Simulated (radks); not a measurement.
Question: The mean radii <r> (bohr) of the occupied orbitals of an atom or ion are listed with their occupations. All-electron calculation, scalar-relativistic Kohn-Sham, r2SCAN, spin-polarised, spherical densities, finite nucleus; meta-GGA in the generalised Kohn-Sham scheme; Fermi nuclear charge, rms radius of each element as measured or else 0.836 A^(1/3) + 0.57 fm. Program: a radial shooting solver on a logarithmic mesh with Libxc functionals.

orbital  occ.      <r>
1s down     1  0.01774
1s up       1  0.01774
2s up       1  0.07489
2s down     1  0.07489
2p up       3  0.06728
2p down     3  0.06728
3s up       1   0.1937
3s down     1   0.1937
3p up       3   0.1944
3p down     3   0.1944
3d up       5   0.1762
3d down     5   0.1763
4s up       1   0.4318
4s down     1   0.4319
4p up       3   0.4591
4p down     3   0.4592
4d up       5   0.4890
4d down     5   0.4888
5s up       1    1.007
5s down     1   0.9975
4f up       7   0.5566
5p up       3    1.155
4f down     7   0.5525
5p down     3    1.140
5d up       4    1.523

Name the element and its charge. Open shells, if any, are filled with parallel spins first.

Answer: Z = 76, osmium, charge +4: Os4+ in [Xe] 4f14 5d4. The 1s radius gives Z: for a bare nucleus <r> = (2 gamma + 1)/(2Z) with gamma = sqrt(1 - (Z/c)^2), 0.01753 bohr for Z = 76, and screening makes it slightly larger (0.01774 here). The occupations add up to 72, and the charge is Z minus that.
